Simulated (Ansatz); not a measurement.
Cost and result up the ladder for GaCl2I (GaICl2) (4 atoms). The state is a singlet with charge 0. Geometry: PBE0-D4/def2-SVP.

```csv
atom,x (Å),y (Å),z (Å)
Ga1,-0.018,0.009,-0.061
Cl2,-0.118,1.966,-0.893
Cl3,-0.529,-1.631,-1.317
I4,0.664,-0.344,2.271
```

Ansatz on 4 threads of Arm Neoverse V1 on a shared host. Times are rough, and most runs start from the orbitals of an earlier one. ωB97M-V/def2-TZVP serves as the yardstick here, not as an exact answer. Differences are given only for rows in sets of like size (and for xTB, whose basis is part of the method), since another set adds its own error. Binding counts from free atoms at the same level (Ga doublet, Cl doublet, I doublet; other spins of the atoms weren't run), without zero-point energy or a counterpoise term.

In the def2 sets I takes a core potential; there is no spin–orbit coupling. LC-ωPBE has ω = 0.4 bohr⁻¹. B3LYP takes the VWN-RPA correlation. Correlated methods freeze 23 core orbitals; core or outer-core shells of Ga, I are correlated, in sets that lack core-valence functions.

Correlated methods converge slowly with the basis.

```json
{"level": "PBE-D4/def2-SVP", "functions": "94", "wall time": "0.9 s", "binding energy per atom (eV)": "2.66", "difference from ωB97M-V/def2-TZVP (eV)": "–"}
{"level": "PBE0-D4/def2-SVP", "functions": "94", "wall time": "1.4 s", "binding energy per atom (eV)": "2.63", "difference from ωB97M-V/def2-TZVP (eV)": "–"}
{"level": "revPBE-D4/def2-TZVP", "functions": "172", "wall time": "1.6 s", "binding energy per atom (eV)": "2.54", "difference from ωB97M-V/def2-TZVP (eV)": "-0.03"}
{"level": "LDA (SPW92)/def2-TZVP", "functions": "172", "wall time": "1.8 s", "binding energy per atom (eV)": "3.02", "difference from ωB97M-V/def2-TZVP (eV)": "0.44"}
{"level": "BLYP-D4/def2-TZVP", "functions": "172", "wall time": "1.9 s", "binding energy per atom (eV)": "2.47", "difference from ωB97M-V/def2-TZVP (eV)": "-0.11"}
{"level": "PBE-D4/def2-TZVP (with forces)", "functions": "172", "wall time": "2 s", "binding energy per atom (eV)": "2.64", "difference from ωB97M-V/def2-TZVP (eV)": "0.07"}
{"level": "LC-ωPBE/def2-TZVP", "functions": "172", "wall time": "2.4 s", "binding energy per atom (eV)": "2.55", "difference from ωB97M-V/def2-TZVP (eV)": "-0.02"}
{"level": "MP2/def2-TZVP", "functions": "172", "wall time": "2.6 s", "binding energy per atom (eV)": "2.72", "difference from ωB97M-V/def2-TZVP (eV)": "0.15"}
{"level": "PBE0-D4/def2-TZVP", "functions": "172", "wall time": "3.1 s", "binding energy per atom (eV)": "2.62", "difference from ωB97M-V/def2-TZVP (eV)": "0.05"}
{"level": "B3LYP-D4/def2-TZVP", "functions": "172", "wall time": "3.3 s", "binding energy per atom (eV)": "2.50", "difference from ωB97M-V/def2-TZVP (eV)": "-0.08"}
{"level": "r2SCAN-D4/def2-TZVP", "functions": "172", "wall time": "4.6 s", "binding energy per atom (eV)": "2.66", "difference from ωB97M-V/def2-TZVP (eV)": "0.09"}
{"level": "ωB97X-V/def2-TZVP", "functions": "172", "wall time": "7 s", "binding energy per atom (eV)": "2.62", "difference from ωB97M-V/def2-TZVP (eV)": "0.04"}
{"level": "ωB97M-V/def2-TZVP", "functions": "172", "wall time": "13 s", "binding energy per atom (eV)": "2.58", "difference from ωB97M-V/def2-TZVP (eV)": "0.00"}
{"level": "CCSD(T)/def2-TZVPP", "functions": "182", "wall time": "88 s", "binding energy per atom (eV)": "2.56", "difference from ωB97M-V/def2-TZVP (eV)": "-0.02"}
```
